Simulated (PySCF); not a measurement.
C₅H₈Si, SMILES C#C[C@@H]1C[C@@H]1[SiH3].

Geometry optimised at ωB97X-D3(BJ)/def2-SVP. The structure was generated by enumeration; whether it is a known compound was not checked.

Level of theory: TDA-PBE/def2-SVPD run with PySCF.

Vertical excitations. Gas-phase values at a fixed geometry.

```json
[
 {"state": "S1", "energy (eV)": "5.82", "λ (nm)": "213", "f": "0.003", "main pairs": "HOMO→LUMO 99 %"},
 {"state": "S2", "energy (eV)": "6.21", "λ (nm)": "200", "f": "0.002", "main pairs": "HOMO−1→LUMO 59 %, HOMO→LUMO+1 39 %"},
 {"state": "S3", "energy (eV)": "6.35", "λ (nm)": "195", "f": "0.012", "main pairs": "HOMO→LUMO+2 95 %"},
 {"state": "S4", "energy (eV)": "6.52", "λ (nm)": "190", "f": "0.002", "main pairs": "HOMO−1→LUMO+1 84 %"},
 {"state": "S5", "energy (eV)": "6.55", "λ (nm)": "189", "f": "0.030", "main pairs": "HOMO→LUMO+3 60 %, HOMO→LUMO+1 10 %, HOMO−1→LUMO+1 10 %"},
 {"state": "S6", "energy (eV)": "6.68", "λ (nm)": "186", "f": "0.005", "main pairs": "HOMO→LUMO+4 93 %"},
 {"state": "S7", "energy (eV)": "6.72", "λ (nm)": "185", "f": "0.011", "main pairs": "HOMO−1→LUMO+2 77 %, HOMO→LUMO+3 12 %"},
 {"state": "S8", "energy (eV)": "6.87", "λ (nm)": "180", "f": "0.015", "main pairs": "HOMO→LUMO+5 96 %"},
 {"state": "S9", "energy (eV)": "6.93", "λ (nm)": "179", "f": "0.021", "main pairs": "HOMO−1→LUMO+3 79 %"},
 {"state": "S10", "energy (eV)": "7.02", "λ (nm)": "177", "f": "0.005", "main pairs": "HOMO−1→LUMO+4 95 %"},
 {"state": "T1", "energy (eV)": "5.16", "λ (nm)": "240", "f": "0", "main pairs": "HOMO→LUMO+1 53 %, HOMO−1→LUMO 30 %"},
 {"state": "T2", "energy (eV)": "5.45", "λ (nm)": "228", "f": "0", "main pairs": "HOMO→LUMO 79 %, HOMO−1→LUMO+1 13 %"},
 {"state": "T3", "energy (eV)": "5.56", "λ (nm)": "223", "f": "0", "main pairs": "HOMO−1→LUMO 53 %, HOMO→LUMO+1 37 %"},
 {"state": "T4", "energy (eV)": "6.11", "λ (nm)": "203", "f": "0", "main pairs": "HOMO−1→LUMO+1 55 %, HOMO→LUMO+2 19 %, HOMO→LUMO 18 %"}
]
```
Triplets are in the Tamm–Dancoff approximation.
